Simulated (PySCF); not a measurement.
Molecule: SMILES CC1C=CP(C)C=C1, C₇H₁₁P.

Bonds (- single, = double, # triple, : aromatic): C1-C2, C2-C3, C3=C4, C4-P5, P5-C6, P5-C7, C7=C8, C8-C2. C1 carries H9, H10, H11; C2 carries H12; C3 carries H13; C4 carries H14; C6 carries H15, H16, H17; C7 carries H18; C8 carries H19.

Frames of a GFN2-xTB Langevin trajectory at 400 K; GIAO PBE0/pcSseg-1 shieldings in PySCF, gas phase, non-relativistic; equivalent atoms averaged within each frame.

δ = σ(ref) − σ, references computed at the same level: ¹³C (σ = 186.93 ppm), ¹H (σ = 31.72 ppm) vs TMS; ³¹P (σ = 318.38 ppm) vs H3PO4. The references are static minima.

Q: How do the shifts (ppm) fluctuate along the trajectory?

A: 
```csv
time (fs),C3/C8,C4/C7,C2,C1,C6,P5,H13/H19,H14/H18,H12,H9/H10/H11
optimised geometry,143.2,139.1,38.4,19.1,14.6,-85.6,6.76,6.45,3.16,0.91
250,144.9,136.3,41.3,16.9,9.7,-69.7,7.28,6.73,3.06,1.13
425,140.2,133.2,42.9,14.8,19.7,-72.4,6.29,5.72,4.70,0.43
625,148.3,150.0,39.5,35.3,24.2,-85.1,6.31,6.62,2.62,1.65
800,142.6,144.0,40.9,20.6,12.5,-58.9,6.74,6.88,3.70,1.46
1000,138.9,138.0,41.5,21.4,10.0,-72.1,6.48,6.42,2.56,1.73
mean of frames,143.0,140.3,41.2,21.8,15.2,-71.6,6.62,6.47,3.33,1.28
standard deviation,3.8,6.7,1.2,8.0,6.4,9.3,0.41,0.46,0.89,0.53
```

5 frames give an uncertainty of the mean of about the standard deviation over 2.2 at best, since frames this close in time may not be independent; classical motion lacks zero-point vibration, and the reference would need the same averaging.
